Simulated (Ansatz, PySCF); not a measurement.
Species: sum formula H4B2O, net charge 0, singlet state. 
Structure (B3LYP-D3(BJ)/def2-TZVP (Ansatz, an electronic-structure program) minimum search):
SMILES: BOB
```xyz
7

O      0.0000     0.0000     0.0000
B     -1.1648    -0.6508     0.0037
H     -1.6766    -0.9097    -1.0426
H     -1.6484    -0.9481     1.0533
B      1.1648     0.6508    -0.0037
H      1.1514     1.8438     0.0183
H      2.1736     0.0140    -0.0289
```
Charge 0, spin multiplicity 1.

Wanted: vertical ionisation energy (to the doublet state of charge +1; each state is the SCF solution reached for its spin; the molecule has degenerate orbitals, so one determinant may break the symmetry; for the doublet the Hartree-Fock reference is unstable and T1 is 0.052), in eV. Valence correlation only, unless marked. Open shells are spin-unrestricted. Spin-orbit coupling is left out. Non-relativistic. Basis-set limits of correlation are two-point, X^-3; Hartree-Fock from the larger set.

```csv
level,program,vertical ionisation energy (eV)
HF/aug-cc-pVTZ,Ansatz,11.01
PBE0/def2-TZVPD,Ansatz,11.20
BHLYP/def2-TZVPD,Ansatz,11.48
M06-2X/def2-TZVPD,PySCF,11.48
CAM-B3LYP/def2-TZVPD,Ansatz,11.46
wB97X-V/def2-TZVPD,Ansatz,11.51
RI-MP2/aug-cc-pVTZ,Ansatz,12.38
"RI-MP2/CBS(aug-cc-pVTZ,aug-cc-pVQZ)",Ansatz,12.48
CCSD(T)/aug-cc-pVDZ,Ansatz,11.63
```

For comparison, minus the highest occupied orbital energy (PySCF): 7.70 eV at TPSS/def2-TZVPD, 8.23 eV at TPSSh/def2-TZVPD, 7.78 eV at M06-L/def2-TZVPD.
